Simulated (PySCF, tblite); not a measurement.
C₆H₁₀O.
Z-matrix (Å and degrees, GFN2-xTB geometry), rows numbered from 1:
```
C 
C   1  1.5280
C   2  1.5045  1  110.82
C   3  1.3260  2  122.30  1   138.88
O   4  1.3587  3  125.88  2     3.48
C   5  1.4150  4  114.51  3     9.42
C   6  1.5252  5  112.21  4   -41.94
H   1  1.0881  2  110.39  3   -58.25
H   1  1.0880  2  110.44  3  -178.34
H   1  1.0876  2  110.33  3    61.61
H   2  1.0988  1  108.14  3  -119.95
H   3  1.0772  2  117.79  1   -38.80
H   4  1.0807  3  123.25  2  -176.67
H   6  1.0993  5  108.90  4    79.61
H   6  1.0926  5  105.71  4  -163.64
H   7  1.0903  2  111.21  1    71.03
H   7  1.0922  2  109.36  1   -48.97
```

The calculation used PBE0/pcSseg-1 in PySCF (dipole) on a GFN2-xTB geometry, gas phase.

Take the most abundant isotopes and a rigid rotor. The values belong to one conformer with, in the numbering `[CH3:1][C@H:2]1[CH:3]=[CH:4][O:5][CH2:6][CH2:7]1`, C1–C2–C3–C4 139°, C3–C4–O5–C6 9°, C4–O5–C6–C7 -42°, O5–C6–C7–C2 62°.

(1) Give the principal moments of inertia and the rotational constants in MHz.

(2) What kind of rotor is it?

(3) What does the inertial defect say?

(4) Give the other two planar moments, Paa and Pbb, and the rms extents of the mass along the axes.

(5) Which lines would a microwave search look for?

Answers

(1) Ia = 101.79, Ib = 215.03, Ic = 291.25 u·Å²; 505379 MHz·u·Å²/I gives A = 4965, B = 2350, C = 1735 MHz.

(2) An asymmetric top: κ = (2 × 2350 − 4965 − 1735)/(4965 − 1735) = -0.62.

(3) Not planar: Δ = Ic − Ia − Ib = -25.57 u·Å². For a rigid frame Δ = −2 Σ m c², so Σ m c² = 12.79 u·Å² lies off the ab plane: 7.67 from hydrogen and 5.12 from heavier atoms. The atom farthest from that plane is 1.47 Å away.

(4) Paa = Σ m a² = (Ib + Ic − Ia)/2 = 202.24 and Pbb = Σ m b² = (Ia + Ic − Ib)/2 = 89.00 u·Å². With the mass M = 98.07 u, the rms extents √(P/M) along a, b and c are 1.44, 0.95, 0.36 Å.

(5) The dipole components are |μa| = 0.97 D, |μb| = 0.78 D, |μc| = 0.40 D. Intensities carry the squares of the components, which stand as 1.00 : 0.65 : 0.17 (a : b : c). Some lines, for components of 0.1 D or more:

| type | branch | J(Ka,Kc) | MHz | lower level (cm⁻¹) |
| --- | --- | --- | --- | --- |
| a | Q | 1(1,0) ← 1(1,1) | 615 | 0.223 |
| a | Q | 2(1,1) ← 2(1,2) | 1845 | 0.476 |
| c | Q | 2(1,2) ← 2(0,2) | 2096 | 0.406 |
| c | Q | 1(1,1) ← 1(0,1) | 2615 | 0.136 |
| a | R | 1(0,1) ← 0(0,0) | 4086 | 0.000 |
| b | R | 1(1,1) ← 0(0,0) | 6700 | 0.000 |
| c | R | 1(1,0) ← 0(0,0) | 7315 | 0.000 |
| a | R | 2(1,2) ← 1(1,1) | 7556 | 0.223 |
| c | Q | 2(2,1) ← 2(1,1) | 7844 | 0.537 |
| b | Q | 2(2,0) ← 2(1,1) | 7940 | 0.537 |
| b | Q | 2(2,1) ← 2(1,2) | 9689 | 0.476 |
| b | R | 2(1,2) ← 1(0,1) | 10171 | 0.136 |
| c | R | 2(2,0) ← 1(1,0) | 16726 | 0.244 |
| b | R | 2(2,0) ← 1(1,1) | 17341 | 0.223 |

Its GFN2-xTB frequencies are all real (lowest 114 cm⁻¹). Zero-point vibration and centrifugal distortion are left out. A rigid rotor knows nothing of internal rotation, which can split or shift real lines.

On Arm Neoverse V1, one thread, no GPU, on a shared host, this took 25 s wall and 0.75 GiB of memory at its peak. This is the PBE0/pcSseg-1 job that gave the dipole, with the shieldings it also computed.
